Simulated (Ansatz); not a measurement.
# Worked example: C2H4F2 + Nb(OH)3O → CH2F2O + Nb(CH3)(OH)2O

Species: C2H4F2 (1,1-difluoroethane) `CC(F)F`, singlet; Nb(OH)3O, singlet; CH2F2O `OC(F)F`, singlet; Nb(CH3)(OH)2O, singlet. The partners trade CH3 for OH: C–CH3 and Nb–OH bonds give way to C–OH and Nb–CH3.

Shapes, held fixed at every level: PBE0-D4/def2-TZVP. Flexible molecules stand in one conformer, not always the lowest. Programs: Ansatz 0.2.0. The zero-point and thermal change to 298 K, harmonic and unscaled (PBE0-D4/def2-TZVP), is -2.4 kJ/mol.

At CCSD(T)/def2-TZVPP; 1 Eh = 2625.50 kJ/mol:

```
      species  energy (Eh)
       C2H4F2  -277.960991
     Nb(OH)3O  -359.398614
       CH2F2O  -313.862338
Nb(CH3)(OH)2O  -323.445240
```

Question: Work out ΔH(298 K) of the reaction at this level.

Answer: 
1. Products less reactants: (-313.862338) + (-323.445240) − [(-277.960991) + (-359.398614)] = 0.052027 Eh = +136.6 kJ/mol.
2. With the thermal change: +136.6 + (-2.4) = +134.2 kJ/mol.

Other levels give +130.6 (SPW92/def2-TZVPP) to +140.6 kJ/mol (HF/def2-TZVPP). No measured value is set beside it here. For atoms past krypton def2 sets carry core potentials with scalar relativity. Correlated rows may include outer-core shells of Nb, which these sets cover unevenly.
